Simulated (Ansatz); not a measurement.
C$_{2}$HCl$_{3}$Zr (`C#[C][Zr]([Cl])([Cl])[Cl]`), relaxed with RKS PBE0-D4/def2-TZVP in the Gaussian-basis code of Ansatz from a GFN2-xTB geometry. The force threshold is 0.005 eV/Å; the program also tests the step.

The species carries charge 0 and has multiplicity 1. Zr: def2 effective core potential.

Start:

```xyz
7

C    -0.677   -0.100    2.266
C    -0.397   -0.109    1.089
Zr    0.255    0.013   -0.982
Cl    0.126   -1.889   -2.220
Cl    2.432    0.631   -1.206
Cl   -0.843    1.548   -2.247
H    -0.897   -0.094    3.301
```

| step | energy (eV) | largest force (eV/Å) | largest move (Å) |
| --- | --- | --- | --- |
| 1 | -40930.4309 | 0.838 | 0.000 |
| 2 | -40930.5723 | 0.391 | 0.170 |
| 3 | -40930.5988 | 0.129 | 0.077 |
| 4 | -40930.5999 | 0.038 | 0.013 |
| 5 | -40930.6014 | 0.012 | 0.049 |
| 6 | -40930.6015 | 0.006 | 0.014 |
| 7 | -40930.6015 | 0.004 | 0.007 |

End:

```xyz
7

C    -0.649   -0.110    2.156
C    -0.299   -0.050    0.993
Zr    0.320    0.054   -1.064
Cl    0.019   -2.040   -2.015
Cl    2.556    0.667   -1.115
Cl   -0.992    1.640   -2.133
H    -0.956   -0.162    3.177
```

Hardware: 4 threads of a server CPU on a shared host. Wall time 110 s, peak host memory 0.76 GiB.
